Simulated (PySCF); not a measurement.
PySCF input (HF/def2-TZVPD):

```python
from pyscf import gto, scf, dft

mol = gto.M(
    atom='''
    N    -0.00000000   -0.00000000   -1.04500128
    Si    0.00000000    0.00000000    0.52250064
    ''',
    basis='def2-tzvpd',
    charge=0,
    spin=1,
    symmetry='C2v',
    verbose=4,
)

mf = scf.UHF(mol).density_fit(auxbasis='def2-universal-jkfit')
mf.conv_tol = 1e-9
mf.max_cycle = 100
mf.max_memory = 1500
mf.kernel()
if not mf.converged:
    mf = mf.newton()
    mf.kernel(mf.make_rdm1())
mf.analyze()
```

Output:

```
PySCF version 2.14.0

[INPUT] verbose = 4
[INPUT] num. atoms = 2
[INPUT] num. electrons = 21
[INPUT] charge = 0
[INPUT] spin (= nelec alpha-beta = 2S) = 1
[INPUT] symmetry C2v subgroup None
[INPUT] Mole.unit = angstrom
[INPUT] Symbol           X                Y                Z      unit          X                Y                Z       unit  Magmom
[INPUT]  1 N      0.000000000000   0.000000000000  -1.045001280000 AA    0.000000000000   0.000000000000  -1.974766219020 Bohr   0.0
[INPUT]  2 Si     0.000000000000   0.000000000000   0.522500640000 AA    0.000000000000   0.000000000000   0.987383109510 Bohr   0.0

nuclear repulsion = 33.0840849433601
point group symmetry = Coov, use subgroup C2v
symmetry origin: [0. 0. 0.]
symmetry axis x: [1. 0. 0.]
symmetry axis y: [0. 1. 0.]
symmetry axis z: [0. 0. 1.]
num. orbitals of irrep A1 = 36
num. orbitals of irrep A2 = 8
num. orbitals of irrep B1 = 18
num. orbitals of irrep B2 = 18
number of shells = 28
number of NR pGTOs = 121
number of NR cGTOs = 80
basis = def2-tzvpd
ecp = {}

******** <class 'pyscf.df.df_jk.DFSymAdaptedUHF'> ********
method = DFSymAdaptedUHF
initial guess = minao
damping factor = 0
level_shift factor = 0
DIIS = <class 'pyscf.scf.diis.CDIIS'>
diis_start_cycle = 1
diis_space = 8
diis_damp = 0
SCF conv_tol = 1e-09
SCF conv_tol_grad = None
SCF max_cycles = 100
direct_scf = False
number electrons alpha = 11  beta = 10
Freeze 0 electrons in irreps []
    21 free electrons in irreps A1 A2 B1 B2
Set gradient conv threshold to 3.16228e-05
******** <class 'pyscf.df.df.DF'> ********
auxbasis = def2-universal-jkfit
init E= -343.106508125359
alpha HOMO (A1) = -0.241481967376849  LUMO (B2) = 0.0104406626142346
beta  HOMO (B1) = -0.310037950223055  LUMO (A1) = -0.241481967376849

WARN: HOMO -0.241481967376849 >= LUMO -0.241481967376849

WARN: alpha-A1 HOMO -0.241481967376849 > system LUMO -0.241481967376849

WARN: beta-A1 LUMO -0.241481967376849 < system HOMO -0.241481967376849

cycle= 1 E= -343.179227674969  delta_E= -0.0727  |g|= 0.347  |ddm|= 0.903
alpha HOMO (B2) = -0.328892216935655  LUMO (B1) = 0.0037201339806332
[...]
beta  HOMO (B1) = -0.366041487300822  LUMO (A1) = 0.0146532604112153
  HOMO = -0.366041487301  LUMO = 0.0146532604112  gap/eV = 10.35923
Extra cycle  E= -343.301118584517  delta_E= -6.31e-12  |g|= 1.2e-06  |ddm|= 3.14e-06
converged SCF energy = -343.301118584517  <S^2> = 1.168952  2S+1 = 2.3823954
**** SCF Summaries ****
Total Energy =                        -343.301118584516701
Nuclear Repulsion Energy =              33.084084943360075
One-electron Energy =                 -540.644788879091379
Two-electron Energy =                  164.259585351214582
Two-electron Coulomb Energy =          191.178863296947128
DFT Exchange-Correlation Energy =      -26.919277945732546
HOMO-LUMO gap [eV] =                    10.359231735778758
Wave-function symmetry = A1
alpha occupancy for each irrep:     A1   A2   B1   B2
                                     7    0    2    2
beta  occupancy for each irrep:     A1   A2   B1   B2
                                     6    0    2    2
**** MO energy ****
alpha MO #1 (A1 #1), energy= -68.807856936546 occ= 1
alpha MO #2 (A1 #2), energy= -15.6274476388945 occ= 1
alpha MO #3 (A1 #3), energy= -6.15648401669299 occ= 1
alpha MO #4 (A1 #4), energy= -4.2660708313781 occ= 1
alpha MO #5 (B1 #1), energy= -4.25330016490038 occ= 1
alpha MO #6 (B2 #1), energy= -4.25330016490036 occ= 1
alpha MO #7 (A1 #5), energy= -1.15739435212004 occ= 1
alpha MO #8 (A1 #6), energy= -0.663928896525007 occ= 1
alpha MO #9 (B1 #2), energy= -0.504641603734843 occ= 1
alpha MO #10 (B2 #2), energy= -0.504641603734845 occ= 1
alpha MO #11 (A1 #7), energy= -0.435485096817217 occ= 1
alpha MO #12 (B1 #3), energy= 0.0536334989405471 occ= 0
alpha MO #13 (B2 #3), energy= 0.0536334989405489 occ= 0
alpha MO #14 (A1 #8), energy= 0.0756992945501835 occ= 0
alpha MO #15 (A1 #9), energy= 0.109857060807208 occ= 0
alpha MO #16 (A1 #10), energy= 0.161113999762207 occ= 0
alpha MO #17 (A2 #1), energy= 0.16111399976224 occ= 0
alpha MO #18 (A1 #11), energy= 0.18196434213937 occ= 0
alpha MO #19 (B1 #4), energy= 0.188692285890499 occ= 0
alpha MO #20 (B2 #4), energy= 0.188692285890503 occ= 0
alpha MO #21 (A1 #12), energy= 0.263311486712567 occ= 0
alpha MO #22 (B1 #5), energy= 0.286375772732701 occ= 0
alpha MO #23 (B2 #5), energy= 0.286375772732701 occ= 0
alpha MO #24 (A1 #13), energy= 0.375045522900856 occ= 0
alpha MO #25 (A1 #14), energy= 0.404484042873771 occ= 0
alpha MO #26 (A1 #15), energy= 0.444551542887375 occ= 0
alpha MO #27 (A2 #2), energy= 0.444551542887375 occ= 0
alpha MO #28 (B1 #6), energy= 0.456937325035788 occ= 0
alpha MO #29 (B2 #6), energy= 0.45693732503579 occ= 0
alpha MO #30 (A1 #16), energy= 0.510902350644734 occ= 0
alpha MO #31 (A2 #3), energy= 0.510902350644731 occ= 0
alpha MO #32 (B1 #7), energy= 0.603500891815687 occ= 0
alpha MO #33 (B2 #7), energy= 0.60350089181569 occ= 0
alpha MO #34 (A1 #17), energy= 0.647667314079918 occ= 0
alpha MO #35 (A1 #18), energy= 0.698442537795955 occ= 0
alpha MO #36 (B1 #8), energy= 0.743583824177271 occ= 0
alpha MO #37 (B2 #8), energy= 0.743583824177289 occ= 0
alpha MO #38 (A1 #19), energy= 0.831506798979923 occ= 0
alpha MO #39 (A1 #20), energy= 0.898046480995646 occ= 0
alpha MO #40 (B1 #9), energy= 1.19142544567004 occ= 0
alpha MO #41 (B2 #9), energy= 1.19142544567004 occ= 0
alpha MO #42 (B1 #10), energy= 1.21765185958647 occ= 0
alpha MO #43 (B2 #10), energy= 1.21765185958646 occ= 0
alpha MO #44 (A1 #21), energy= 1.24821104208891 occ= 0
alpha MO #45 (A2 #4), energy= 1.24821104208889 occ= 0
alpha MO #46 (A1 #22), energy= 1.30937217485266 occ= 0
alpha MO #47 (A2 #5), energy= 1.3093721748527 occ= 0
alpha MO #48 (A1 #23), energy= 1.31302643999636 occ= 0
alpha MO #49 (B1 #11), energy= 1.37027971286869 occ= 0
alpha MO #50 (B2 #11), energy= 1.37027971286869 occ= 0
alpha MO #51 (A1 #24), energy= 1.58399429775773 occ= 0
alpha MO #52 (A2 #6), energy= 1.58399429775775 occ= 0
alpha MO #53 (A1 #25), energy= 1.63898315321817 occ= 0
alpha MO #54 (B1 #12), energy= 1.67222630187701 occ= 0
alpha MO #55 (B2 #12), energy= 1.67222630187702 occ= 0
alpha MO #56 (A1 #26), energy= 1.81173508610754 occ= 0
alpha MO #57 (B1 #13), energy= 1.90553770185693 occ= 0
alpha MO #58 (B2 #13), energy= 1.90553770185695 occ= 0
alpha MO #59 (A1 #27), energy= 2.04260331234924 occ= 0
alpha MO #60 (A1 #28), energy= 2.49453046116468 occ= 0
alpha MO #61 (B1 #14), energy= 2.6358319800491 occ= 0
alpha MO #62 (B2 #14), energy= 2.6358319800491 occ= 0
alpha MO #63 (A1 #29), energy= 3.36408923481101 occ= 0
alpha MO #64 (B1 #15), energy= 4.25759983621205 occ= 0
alpha MO #65 (B2 #15), energy= 4.25759983621206 occ= 0
alpha MO #66 (A1 #30), energy= 4.33805967643427 occ= 0
alpha MO #67 (A2 #7), energy= 4.33805967643429 occ= 0
alpha MO #68 (B1 #16), energy= 4.46824768473124 occ= 0
alpha MO #69 (B2 #16), energy= 4.46824768473125 occ= 0
alpha MO #70 (A1 #31), energy= 4.79162266293377 occ= 0
alpha MO #71 (A1 #32), energy= 5.03640058825083 occ= 0
alpha MO #72 (A2 #8), energy= 5.03640058825079 occ= 0
alpha MO #73 (B1 #17), energy= 5.199776989763 occ= 0
alpha MO #74 (B2 #17), energy= 5.19977698976302 occ= 0
alpha MO #75 (A1 #33), energy= 5.54004267734148 occ= 0
alpha MO #76 (B1 #18), energy= 6.68705546418386 occ= 0
alpha MO #77 (B2 #18), energy= 6.68705546418389 occ= 0
alpha MO #78 (A1 #34), energy= 7.1415939411168 occ= 0
alpha MO #79 (A1 #35), energy= 11.2683793361115 occ= 0
alpha MO #80 (A1 #36), energy= 33.0093406224695 occ= 0
beta  MO #1 (A1 #1), energy= -68.8105303975061 occ= 1
beta  MO #2 (A1 #2), energy= -15.5695007018001 occ= 1
beta  MO #3 (A1 #3), energy= -6.16020548872412 occ= 1
beta  MO #4 (B1 #1), energy= -4.26442221168182 occ= 1
beta  MO #5 (B2 #1), energy= -4.26442221168181 occ= 1
beta  MO #6 (A1 #4), energy= -4.25540766569554 occ= 1
beta  MO #7 (A1 #5), energy= -0.963769396613664 occ= 1
beta  MO #8 (A1 #6), energy= -0.474727633865122 occ= 1
beta  MO #9 (B1 #2), energy= -0.366041487300822 occ= 1
beta  MO #10 (B2 #2), energy= -0.366041487300822 occ= 1
beta  MO #11 (A1 #7), energy= 0.0146532604112153 occ= 0
beta  MO #12 (B1 #3), energy= 0.0633050610412065 occ= 0
beta  MO #13 (B2 #3), energy= 0.0633050610412065 occ= 0
beta  MO #14 (A1 #8), energy= 0.0871842267597815 occ= 0
beta  MO #15 (A1 #9), energy= 0.109818794503014 occ= 0
beta  MO #16 (A1 #10), energy= 0.150845483608016 occ= 0
beta  MO #17 (A2 #1), energy= 0.150845483608055 occ= 0
beta  MO #18 (B1 #4), energy= 0.203358126976148 occ= 0
beta  MO #19 (B2 #4), energy= 0.203358126976149 occ= 0
beta  MO #20 (A1 #11), energy= 0.204367241004014 occ= 0
beta  MO #21 (B1 #5), energy= 0.26701896155656 occ= 0
beta  MO #22 (B2 #5), energy= 0.267018961556554 occ= 0
[...]
```

The determinant is spin-contaminated: <S^2> is 1.17 against 0.75 for a pure state.
